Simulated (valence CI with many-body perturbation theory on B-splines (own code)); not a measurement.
Level structure of Br V

Calculated by valence CI with perturbative core correlation (CI+MBPT): three valence electrons over a frozen Dirac-Fock core [Ar] 3d10, radial functions for each j: 11 s, 11 p, 9 d, 7 f, 5 g, 2 h, 1 i, with the one-electron correlation potential Σ1, the two-electron term Σ2, the three-electron term Σ3, Breit, model QED; selected CI, second order for the rest, scaled by the run's own slope (own B-spline code, finite nucleus).

Set against measurement, 8 paired levels are off by 79 cm⁻¹ on average, the worst by 220. These come from a selection out of Moore, Atomic Energy Levels, vol. II, NSRDS-NBS 35 (1971 reprint of NBS Circular 467, 1952), an old analysis. Levels without a partner in it may be off by more.

Levels 1 to 45 of 73, with energies above the lowest level, 4s2.4p 2P°_1/2. "Leading %" is the weight of the configuration and term that name the level; weights of strongly mixed levels are sums over their largest components and can fall short. Lifetimes count E1, E2, E3, M1 and M2 decay at the calculated energies, and are blank where another channel may lead or the interval is too uncertain; long ones can be off by a factor of two.

```tsv
No.	Configuration	Term	J	E (cm⁻¹)	Leading %	g	Lifetime
1	4s2.4p	2P°	1/2	0	97	0.666	
2	4s2.4p	2P°	3/2	6081	97	1.334	492 ms
3	4s.4p2	4P	1/2	93350	99	2.664	124 ns
4	4s.4p2	4P	3/2	95819	99	1.733	667 ns
5	4s.4p2	4P	5/2	99118	98	1.596	189 ns
6	4s.4p2	2D	3/2	122720	88	0.803	1.42 ns
7	4s.4p2	2D	5/2	123450	87	1.206	1.77 ns
8	4s.4p2	2S	1/2	149370	82	1.797	173 ps
9	4s.4p2	2P	1/2	158180	81	0.877	84.1 ps
10	4s.4p2	2P	3/2	161060	96	1.331	74.2 ps
11	4s2.4d	2D	3/2	187920	87	0.800	53.5 ps
12	4s2.4d	2D	5/2	188550	87	1.200	56.6 ps
13	4s2.5s	2S	1/2	213560	96	2.002	87.6 ps
14	4p3	2D°	3/2	239850	66	0.855	671 ps
15	4p3	2D°	5/2	241060	71	1.200	861 ps
16	4p3	4S°	3/2	243430	93	1.943	88.0 ps
17	4s2.5p	2P°	1/2	253990	94	0.666	643 ps
18	4s2.5p	2P°	3/2	255760	93	1.334	614 ps
19	4p3	2P°	1/2	265140	78	0.666	195 ps
20	4p3	2P°	3/2	266070	71	1.326	201 ps
21	4s.4p.4d	4F°	3/2	267460	96	0.414	5.62 ns
22	4s.4p.4d	4F°	5/2	268730	97	1.031	5.54 ns
23	4s.4p.4d	4F°	7/2	270650	97	1.240	5.08 ns
24	4s.4p.4d	4F°	9/2	273380	98	1.334	
25	4s.4p.4d	4P°	5/2	284070	66	1.519	66.1 ps
26	4s.4p.4d	4D°	3/2	284870	58	1.410	55.1 ps
27	4s.4p.4d	4D°	1/2	285430	85	0.359	48.1 ps
28	4s.4p.4d	4D°	7/2	288460	96	1.422	48.0 ps
29	4s.4p.4d	4P°	1/2	288680	85	2.311	68.0 ps
30	4s.4p.4d	4D°	5/2	288870	69	1.431	52.7 ps
31	4s.4p.4d	4P°	3/2	288880	58	1.513	59.6 ps
32	4s2.4f	2F°	5/2	294030	54	0.955	170 ps
33	4s2.4f	2F°	7/2	294340	78	1.148	182 ps
34	4s.4p.4d	2D°	3/2	294590	77	0.810	67.8 ps
35	4s.4p.4d	2D°	5/2	295060	54	1.111	78.0 ps
36	4s.4p.4d	2F°	5/2	301190	92	0.870	81.3 ps
37	4s.4p.4d	2F°	7/2	305810	97	1.143	84.7 ps
38	4s.4p.5s	4P°	1/2	315630	95	2.619	133 ps
39	4s2.5d	2D	3/2	315740	96	0.799	354 ps
40	4s2.5d	2D	5/2	315990	96	1.200	380 ps
41	4s.4p.5s	4P°	3/2	317490	86	1.685	123 ps
42	4s.4p.4d	2P°	3/2	319520	65	1.362	61.7 ps
43	4s.4p.4d	2P°	1/2	320110	52	0.704	76.1 ps
44	4s.4p.5s	4P°	5/2	321850	98	1.601	131 ps
45	4s2.6s	2S	1/2	327090	96	2.002	141 ps
```

Names give the largest LS component (configuration and term), which can be under half, so a name can repeat, a term be missing and a line seem to break the LS rules; names also repeat where a configuration has a term twice.

Where two levels of one J and parity lie close, their mixing, g and order are uncertain.

The ionisation energy to 4s2 1S_0 of the next ion comes out as 59.688 eV (NIST: 59.595 ± 0.025 eV (measured)). All 73 levels together are meant to be complete up to 374480 cm⁻¹.
